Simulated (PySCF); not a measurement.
Isomers of C5H8F2O2Si, mass 166.026 u with the commonest isotopes. The calculation used PBE0/pcSseg-1 in PySCF (dipole) on a GFN2-xTB geometry, gas phase. One conformer each, none proved a minimum here; rigid rotors.

Question: Order these by rotational constant A, largest first.
A. `[O:1]=[C:2]([OH:3])[C@:4]1([CH:5]([F:6])[F:7])[CH2:8][CH2:9][SiH2:10]1` with O1–C2–O3–H 2°, O1–C2–C4–C5 -26°, C2–C4–C5–F6 -83°, C2–C4–C8–C9 -124°, C4–C8–C9–Si10 10°, C8–C9–Si10–C4 -8°, C2–C4–Si10–C9 128°
B. `[O:1]=[CH:2][C@@:3]1([F:4])[O:5][C@@H:6]([F:7])[CH2:8][CH2:9][SiH2:10]1` with O1–C2–C3–F4 35°, C2–C3–O5–C6 144°, C3–O5–C6–F7 -78°, O5–C6–C8–C9 -80°, C6–C8–C9–Si10 37°
C. `[O:1]=[CH:2][O:3][C@@H:4]1[C@H:5]([F:6])[CH2:7][SiH2:8][C@H:9]1[F:10]` with O1–C2–O3–C4 1°, C2–O3–C4–C5 -81°, O3–C4–C5–F6 -56°, C4–C5–C7–Si8 43°, C5–C7–Si8–C9 -20°, C7–Si8–C9–F10 -127°
D. `[O:1]=[CH:2][O:3][C:4]1([CH:5]([F:6])[F:7])[CH2:8][SiH2:9][CH2:10]1` with O1–C2–O3–C4 2°, C2–O3–C4–C5 -63°, O3–C4–C5–F6 -176°, O3–C4–C8–Si9 -137°, C4–C8–Si9–C10 12°, C8–Si9–C10–C4 -12°, O3–C4–C10–Si9 133°
E. `[O:1]=[CH:2][C@H:3]1[CH2:4][O:5][CH2:6][SiH2:7][C:8]1([F:9])[F:10]` with O1–C2–C3–C4 -79°, C2–C3–C4–O5 41°, C3–C4–O5–C6 74°, C4–O5–C6–Si7 -54°, O5–C6–Si7–C8 35°

Answer: B (1860 MHz), C (1677 MHz), D (1567 MHz), E (1490 MHz), A (1287 MHz).

Question: Order these by out-of-plane moment Σ m c² = (Ia + Ib − Ic)/2, smallest first.
A. `[O:1]=[C:2]([OH:3])[C@:4]1([CH:5]([F:6])[F:7])[CH2:8][CH2:9][SiH2:10]1` with O1–C2–O3–H 2°, O1–C2–C4–C5 -26°, C2–C4–C5–F6 -83°, C2–C4–C8–C9 -124°, C4–C8–C9–Si10 10°, C8–C9–Si10–C4 -8°, C2–C4–Si10–C9 128°
B. `[O:1]=[CH:2][O:3][C:4]1([CH:5]([F:6])[F:7])[CH2:8][SiH2:9][CH2:10]1` with O1–C2–O3–C4 2°, C2–O3–C4–C5 -63°, O3–C4–C5–F6 -176°, O3–C4–C8–Si9 -137°, C4–C8–Si9–C10 12°, C8–Si9–C10–C4 -12°, O3–C4–C10–Si9 133°
C. `[CH3:1][CH2:2][C:3](=[O:4])/[C:5](=[CH:6]/[F:7])[O:8][SiH2:9][F:10]` with C1–C2–C3–O4 2°, C2–C3–C5–C6 -179°, C3–C5–O8–Si9 180°, C5–O8–Si9–F10 180°
D. `[O:1]=[CH:2][C@@:3]1([F:4])[O:5][C@@H:6]([F:7])[CH2:8][CH2:9][SiH2:10]1` with O1–C2–C3–F4 35°, C2–C3–O5–C6 144°, C3–O5–C6–F7 -78°, O5–C6–C8–C9 -80°, C6–C8–C9–Si10 37°
E. `[O:1]=[CH:2][C@H:3]1[CH2:4][O:5][CH2:6][SiH2:7][C:8]1([F:9])[F:10]` with O1–C2–C3–C4 -79°, C2–C3–C4–O5 41°, C3–C4–O5–C6 74°, C4–O5–C6–Si7 -54°, O5–C6–Si7–C8 35°
F. `[O:1]=[CH:2][O:3][C@@H:4]1[C@H:5]([F:6])[CH2:7][SiH2:8][C@H:9]1[F:10]` with O1–C2–O3–C4 1°, C2–O3–C4–C5 -81°, O3–C4–C5–F6 -56°, C4–C5–C7–Si8 43°, C5–C7–Si8–C9 -20°, C7–Si8–C9–F10 -127°

Answer: C (6.23 u·Å²), F (72.68 u·Å²), B (93.39 u·Å²), A (108.73 u·Å²), D (112.84 u·Å²), E (151.73 u·Å²).

Question: Order these by rotational constant B, smallest first.
A. `[O:1]=[CH:2][O:3][C@@H:4]1[C@H:5]([F:6])[CH2:7][SiH2:8][C@H:9]1[F:10]` with O1–C2–O3–C4 1°, C2–O3–C4–C5 -81°, O3–C4–C5–F6 -56°, C4–C5–C7–Si8 43°, C5–C7–Si8–C9 -20°, C7–Si8–C9–F10 -127°
B. `[CH3:1][CH2:2][C:3](=[O:4])/[C:5](=[CH:6]/[F:7])[O:8][SiH2:9][F:10]` with C1–C2–C3–O4 2°, C2–C3–C5–C6 -179°, C3–C5–O8–Si9 180°, C5–O8–Si9–F10 180°
C. `[O:1]=[CH:2][O:3][C:4]1([CH:5]([F:6])[F:7])[CH2:8][SiH2:9][CH2:10]1` with O1–C2–O3–C4 2°, C2–O3–C4–C5 -63°, O3–C4–C5–F6 -176°, O3–C4–C8–Si9 -137°, C4–C8–Si9–C10 12°, C8–Si9–C10–C4 -12°, O3–C4–C10–Si9 133°
D. `[O:1]=[CH:2][C@@:3]1([F:4])[O:5][C@@H:6]([F:7])[CH2:8][CH2:9][SiH2:10]1` with O1–C2–C3–F4 35°, C2–C3–O5–C6 144°, C3–O5–C6–F7 -78°, O5–C6–C8–C9 -80°, C6–C8–C9–Si10 37°
E. `[O:1]=[C:2]([OH:3])[C@:4]1([CH:5]([F:6])[F:7])[CH2:8][CH2:9][SiH2:10]1` with O1–C2–O3–H 2°, O1–C2–C4–C5 -26°, C2–C4–C5–F6 -83°, C2–C4–C8–C9 -124°, C4–C8–C9–Si10 10°, C8–C9–Si10–C4 -8°, C2–C4–Si10–C9 128°

Answer: B (727.8 MHz), A (885.8 MHz), D (951.5 MHz), C (1006 MHz), E (1193 MHz).

```json
{"SMILES": "O=C(O)[C@]1(C(F)F)CC[SiH2]1", "point group": "C1", "Ia (u·Å²)": "392.59", "Ib (u·Å²)": "423.67", "Ic (u·Å²)": "598.79", "κ": "0.57", "μa (D)": "1.07", "μb (D)": "2.94", "μc (D)": "0.35"}
{"SMILES": "O=C[C@H]1COC[SiH2]C1(F)F", "point group": "C1", "Ia (u·Å²)": "339.18", "Ib (u·Å²)": "431.12", "Ic (u·Å²)": "466.84", "κ": "-0.56", "μa (D)": "1.20", "μb (D)": "0.78", "μc (D)": "1.69"}
{"SMILES": "O=C[C@@]1(F)O[C@@H](F)CC[SiH2]1", "point group": "C1", "Ia (u·Å²)": "271.71", "Ib (u·Å²)": "531.13", "Ic (u·Å²)": "577.16", "κ": "-0.85", "μa (D)": "3.87", "μb (D)": "0.41", "μc (D)": "0.04"}
{"SMILES": "O=CO[C@@H]1[C@H](F)C[SiH2][C@H]1F", "point group": "C1", "Ia (u·Å²)": "301.27", "Ib (u·Å²)": "570.55", "Ic (u·Å²)": "726.46", "κ": "-0.61", "μa (D)": "1.60", "μb (D)": "0.94", "μc (D)": "0.05"}
{"SMILES": "CCC(=O)/C(=C/F)O[SiH2]F", "point group": "near Cs", "Ia (u·Å²)": "334.57", "Ib (u·Å²)": "694.43", "Ic (u·Å²)": "1016.55", "κ": "-0.54", "μa (D)": "1.11", "μb (D)": "0.12", "μc (D)": "0.03"}
{"SMILES": "O=COC1(C(F)F)C[SiH2]C1", "point group": "C1", "Ia (u·Å²)": "322.52", "Ib (u·Å²)": "502.26", "Ic (u·Å²)": "638.00", "κ": "-0.45", "μa (D)": "1.13", "μb (D)": "1.77", "μc (D)": "0.94"}
```
